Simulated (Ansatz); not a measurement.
## Molecular dynamics of C₂H₁₃NOSi₃

The input (input.yaml):

```yaml
crystal:
  periodic: [false, false, false]
  atoms:
    - { symbol: Si, position_ang: [0.024174, -0.196462, -0.135812] }
    - { symbol: "N", position_ang: [0.02576, -0.298824, 1.609286] }
    - { symbol: C, position_ang: [-1.188141, -0.667527, 2.362627] }
    - { symbol: H, position_ang: [-1.761451, -1.419833, 1.811081] }
    - { symbol: H, position_ang: [-0.914873, -1.100705, 3.333375] }
    - { symbol: H, position_ang: [-1.85731, 0.184918, 2.564485] }
    - { symbol: C, position_ang: [0.868886, 0.646522, 2.368442] }
    - { symbol: H, position_ang: [1.116208, 0.228752, 3.352901] }
    - { symbol: H, position_ang: [1.806161, 0.822714, 1.830211] }
    - { symbol: H, position_ang: [0.388076, 1.62381, 2.538448] }
    - { symbol: H, position_ang: [1.407549, -0.100165, -0.506443] }
    - { symbol: O, position_ang: [-0.642974, 1.222635, -0.716233] }
    - { symbol: Si, position_ang: [-2.216851, 1.705284, -0.432672] }
    - { symbol: H, position_ang: [-2.41016, 2.13445, 0.924715] }
    - { symbol: H, position_ang: [-2.493852, 2.803092, -1.31006] }
    - { symbol: H, position_ang: [-3.153191, 0.646305, -0.69648] }
    - { symbol: Si, position_ang: [-0.918783, -2.067517, -0.994669] }
    - { symbol: H, position_ang: [-2.262895, -2.269081, -0.543393] }
    - { symbol: H, position_ang: [-0.949791, -1.992349, -2.424586] }
    - { symbol: H, position_ang: [-0.153943, -3.221618, -0.629724] }
basis:
  gaussian: { orbitals: STO-3G }
hamiltonian:
  xc: { name: BHLYP }
md:
  timestep: 1.0
  n_steps: 300
  ensemble: nve
  temperature: 1500.0
  initial_velocities: maxwell_boltzmann
  seed: 555534
```

Command:

```bash
$ ansatz run input.yaml --threads 1 --pin off --max-ram 2048MiB --backend cpu --events-out ev --progress --plain --runs-dir out
```

It starts from a relaxed structure.

Output, in part (step lines, the closing report, with atoms numbered from 0):

```
md step     0: t =     0.00 fs  T =  1500.0 K  F+E_penalty+E_count = -29107.25280454 eV  E_kin = 3.490020 eV  conserved = -29103.76278457 eV  (22 SCF iters)
md step     1: t =     1.00 fs  T =  1297.0 K  F+E_penalty+E_count = -29106.74962967 eV  E_kin = 3.017612 eV  conserved = -29103.73201762 eV  (25 SCF iters)
md step     2: t =     2.00 fs  T =   941.3 K  F+E_penalty+E_count = -29105.84345556 eV  E_kin = 2.190206 eV  conserved = -29103.65324989 eV  (25 SCF iters)
md step     3: t =     3.00 fs  T =   815.9 K  F+E_penalty+E_count = -29105.58207252 eV  E_kin = 1.898434 eV  conserved = -29103.68363866 eV  (26 SCF iters)
md step     4: t =     4.00 fs  T =   827.4 K  F+E_penalty+E_count = -29105.64111542 eV  E_kin = 1.925149 eV  conserved = -29103.71596637 eV  (25 SCF iters)
md step     5: t =     5.00 fs  T =   763.8 K  F+E_penalty+E_count = -29105.48272799 eV  E_kin = 1.777183 eV  conserved = -29103.70554471 eV  (26 SCF iters)
md step     6: t =     6.00 fs  T =   645.6 K  F+E_penalty+E_count = -29105.18736848 eV  E_kin = 1.502114 eV  conserved = -29103.68525459 eV  (26 SCF iters)
md step     7: t =     7.00 fs  T =   590.9 K  F+E_penalty+E_count = -29105.04783758 eV  E_kin = 1.374754 eV  conserved = -29103.67308390 eV  (26 SCF iters)
[... lines left out ...]
md step   297: t =   297.00 fs  T =   661.4 K  F+E_penalty+E_count = -29105.23391934 eV  E_kin = 1.538846 eV  conserved = -29103.69507299 eV  (26 SCF iters)
md step   298: t =   298.00 fs  T =   686.1 K  F+E_penalty+E_count = -29105.30793016 eV  E_kin = 1.596277 eV  conserved = -29103.71165317 eV  (26 SCF iters)
md step   299: t =   299.00 fs  T =   663.4 K  F+E_penalty+E_count = -29105.25160122 eV  E_kin = 1.543407 eV  conserved = -29103.70819432 eV  (26 SCF iters)
md step   300: t =   300.00 fs  T =   594.5 K  F+E_penalty+E_count = -29105.07299149 eV  E_kin = 1.383149 eV  conserved = -29103.68984239 eV  (24 SCF iters)
Total energy: -29105.07317182 eV, -1069.5917109372 hartree
Atom 0 at    -0.443530    -0.157461    -0.054263 Å, force     0.072802    -1.705100    -0.502054 eV/Å
Atom 1 at    -0.150738    -0.418339     1.660586 Å, force    -0.030695     2.107164    -0.458707 eV/Å
Atom 2 at    -0.859433    -1.139205     2.691169 Å, force    -0.633999    -2.253678     0.583852 eV/Å
Atom 3 at    -1.790410    -1.503408     2.177260 Å, force     0.674567    -0.527607     1.362722 eV/Å
Atom 4 at    -0.135779    -1.996327     3.036520 Å, force    -2.198299     1.319951    -0.327521 eV/Å
Atom 5 at    -1.143749    -0.537885     3.631466 Å, force     0.391337    -0.755508    -1.846896 eV/Å
Atom 6 at     0.633556     0.647320     2.297494 Å, force     4.851162    -4.405608    -1.062205 eV/Å
Atom 7 at     1.144075     0.071844     3.210483 Å, force    -1.639165     2.957357    -1.580850 eV/Å
Atom 8 at     1.484640     0.665345     1.532193 Å, force    -0.805958     1.701660     1.713969 eV/Å
Atom 9 at     0.102612     1.585114     2.380167 Å, force     0.094757     0.794990     1.048858 eV/Å
Atom 10 at     0.721521     0.644122    -0.569431 Å, force    -1.178768    -0.805411     0.728457 eV/Å
Atom 11 at    -1.926286     0.632118    -0.336953 Å, force     1.281244     2.439054    -0.422960 eV/Å
Atom 12 at    -1.691580     2.372142    -0.660962 Å, force    -1.384397    -1.225266     1.156879 eV/Å
Atom 13 at    -0.672738     3.040770     0.184087 Å, force    -0.626936    -0.711168    -0.782487 eV/Å
Atom 14 at    -1.381896     2.565570    -2.086149 Å, force    -0.268844     0.029245     0.924223 eV/Å
Atom 15 at    -3.007254     2.915111    -0.217068 Å, force     1.244227    -0.182103    -0.858024 eV/Å
Atom 16 at    -0.404837    -2.222911    -1.153204 Å, force     3.730410     2.085692     0.067596 eV/Å
Atom 17 at    -0.173881    -1.820920    -2.546294 Å, force    -0.249664    -0.588147     0.714600 eV/Å
Atom 18 at     0.882841    -2.906186    -0.693903 Å, force    -2.002244     0.725081    -0.675245 eV/Å
Atom 19 at    -1.484344    -3.075671    -1.091378 Å, force    -1.321538    -1.000597     0.215794 eV/Å
Dipole moment:     0.043887     0.206130    -0.022202 e Å
```

The steps, from the saved trajectory:

```csv
time (fs),T (K),potential energy less start (eV),conserved less start (meV/atom)
0.0,1500,0.000,0.00
10.0,921,1.379,1.58
20.0,910,1.423,2.50
30.0,949,1.337,2.80
40.0,855,1.561,3.02
50.0,833,1.608,2.83
60.0,930,1.359,1.67
70.0,734,1.841,2.94
80.0,749,1.817,3.48
90.0,759,1.784,2.99
100.0,756,1.800,3.46
110.0,867,1.536,3.14
120.0,754,1.793,2.83
130.0,714,1.897,3.37
140.0,806,1.686,3.54
150.0,915,1.420,2.96
160.0,842,1.581,2.47
170.0,870,1.509,2.10
180.0,820,1.626,2.20
190.0,963,1.297,2.42
200.0,900,1.455,2.91
210.0,914,1.417,2.66
220.0,835,1.582,1.72
230.0,991,1.220,1.76
240.0,897,1.445,2.09
250.0,881,1.479,1.92
260.0,874,1.508,2.61
270.0,714,1.900,3.52
280.0,725,1.864,3.01
290.0,664,2.019,3.65
300.0,594,2.180,3.65
```

The run went to its last step. The conserved energy wandered by up to 5.5 meV per atom (net 3.6 meV per atom), which is poor conservation. The temperature averaged 0.50 of the 1500 K drawn at the start: a run that starts near a minimum puts about half its kinetic energy into the potential. A run of 0.3 ps of so small a system gives no equilibrium averages. Limits of this set-up: minimal basis.

The same pairs are bonded in the first frame and the last. Pairs count as bonded within 1.25 times the sum of covalent radii (0.12 Å more for H–H).

Last frame:

```xyz
20
Properties=species:S:1:pos:R:3
Si -0.444 -0.158 -0.054
N -0.151 -0.418 1.661
C -0.859 -1.139 2.691
H -1.790 -1.503 2.177
H -0.136 -1.996 3.037
H -1.144 -0.538 3.631
C 0.634 0.647 2.297
H 1.144 0.072 3.211
H 1.485 0.665 1.532
H 0.103 1.585 2.380
H 0.722 0.644 -0.569
O -1.926 0.632 -0.337
Si -1.692 2.372 -0.661
H -0.673 3.041 0.184
H -1.382 2.566 -2.086
H -3.007 2.915 -0.217
Si -0.405 -2.223 -1.153
H -0.174 -1.821 -2.546
H 0.883 -2.906 -0.694
H -1.484 -3.076 -1.091
```

Run time: 37 min on 1 thread of Arm Neoverse V1, on a shared host, peak memory 0.17 GiB.
